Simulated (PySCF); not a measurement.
Bonds (- single, = double, # triple, : aromatic): C1-Si2 1.847 Å, Si2-Cl3 2.049 Å, Si2-Cl4 2.050 Å. C1 carries H5, H6, H7; Si2 carries H8.

- σ from GIAO-B97-2/pcSseg-2
- coordinates at the PBE0-D3(BJ)/def2-TZVP level
- program: PySCF
- one computed conformer, non-relativistic, no solvent, rapidly exchanging positions averaged

Shifts are taken against calculated references (same method and geometry level): TMS for ¹³C, ¹H, ²⁹Si; ³⁵Cl vs HCl.

| atoms | nucleus | count | δ (ppm) |
| --- | --- | --- | --- |
| C1 | ¹³C | 1 | 7.0 |
| Cl3/Cl4 | ³⁵Cl | 2 | ? |
| H8 | ¹H | 1 | ? |
| H5/H6/H7 | ¹H | 3 | 0.67 |
| Si2 | ²⁹Si | 1 | 19.2 |

Question: Fill in the missing shifts.

Answer: 
- H8: 5.92 ppm, hydrogen on a silicon bonded to C, 2 Cl
- Cl3/Cl4: 62 ppm, chlorine bonded to Si

Shifts are as computed. Against solution values, carbons near 30 ppm lie about +3 ppm off and those near 130 ppm about +7 ppm. Of 1211 compounds with measured shifts, 218 miss one by over three times the rms of a fit or turn the order of signals round; such compounds aren't used in these exercises.
